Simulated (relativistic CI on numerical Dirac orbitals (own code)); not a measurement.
Ir6+: N6,7 absorption edge

Computed with this model: Dirac-Coulomb-Breit CI, orbitals from a KLI potential per configuration, QED by a radiative potential, valence Slater integrals scaled by 0.8, multiplet model of core-to-valence dipole absorption; configurations [Xe] 4f14 5d3 → [Xe] 4f13 5d4; 300 K; Lorentzian 0.18 eV and Gaussian 0.3 eV FWHM. Energies are those of the free ion, without screening or charge transfer. The branching ratio is the share of the lower-energy edge in the whole absorption, uncertain by about 0.02 where the edges overlap. S is read from ⟨S²⟩ = S(S + 1).

Field parameters in Wybourne normalisation: D3d B²₀ = −7Dσ, B⁴₀ = −14Dq − 21Dτ, B⁴₃ = −14√(10/7) Dq. The field is a parameter set, without covalency.

free ion: ground-state S = 1.35, centroid 68.36 eV. Peaks (eV, height): 65.1 (6), 66.5 (30), 67.5 (66), 68.0 (79), 68.4 (100), 70.3 (37).

D3d, 10Dq = 25000, Dσ = -280, Dτ = 110 cm⁻¹: ground-state S = 1.41, centroid 69.10 eV. Peaks (eV, height): 65.2 (12), 66.3 (24), 67.0 (50), 68.2 (49), 68.9 (100), 69.8 (54), 70.5 (71), 71.6 (27).

Strongest unbroadened transitions for D3d, 10Dq = 25000, Dσ = -280, Dτ = 110 cm⁻¹:

```csv
Energy (eV),Relative strength
66.85,39.5
67.04,47.7
67.05,51.6
67.08,57.9
68.10,38.4
68.20,100.0
68.63,52.3
68.66,57.7
68.71,35.2
68.80,52.3
68.93,36.5
68.99,51.0
69.02,75.2
69.15,36.3
69.23,60.0
69.43,39.7
69.80,39.5
70.55,51.5
```
